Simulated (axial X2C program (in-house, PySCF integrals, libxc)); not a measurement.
**Spin–orbit effects down a group: molecules with Sn, HF**

All values come from calculations with an in-house all-electron X2C program for linear molecules (integrals from PySCF), spin-free (one-electron X2C) or two-component (2c: spin–orbit coupling with atomic mean-field Coulomb and Gaunt terms, which also bring small scalar terms), in Dyall basis sets with cores contracted in-house; open shells are unrestricted.

Basis sets: Ca dyall-cv3z, Mg dyall-cv3z, Sn dyall-cv3z, Sr dyall-cv3z.

```
molecule  spin-free state  Re (Å)  ωe (cm⁻¹)  De (eV)  2c state  Re 2c (Å)  ωe 2c (cm⁻¹)  De 2c (eV)
    MgSn   M_S = 1, Λ = 0   2.847      203.0     0.53     Ω = 1      2.855         200.0         n/a
    CaSn   M_S = 1, Λ = 0   3.135      169.6     1.10     Ω = 1      3.138         168.6         n/a
    SrSn   M_S = 1, Λ = 0   3.289      125.2     1.17     Ω = 1      3.292         124.6         n/a
```

Each entry is the lowest single determinant of a limited PBE0 search at one distance. De goes to single-determinant-based atoms at the same level (for ions the charge split of lowest energy) and is withheld (n/a) where an atom does not fit its ground term or J level. Main or longest-lived isotopes. One determinant is a doubtful description, or other states lie close, for MgSn, CaSn, SrSn; these need not be ground states, and all values refer to the states named. Some open-shell Ω = 0 determinants are out of reach, so the Ω given for MgSn, CaSn, SrSn need not be the lowest component. With several unpaired electrons the Ω given is that of one determinant, not necessarily of the lowest component.
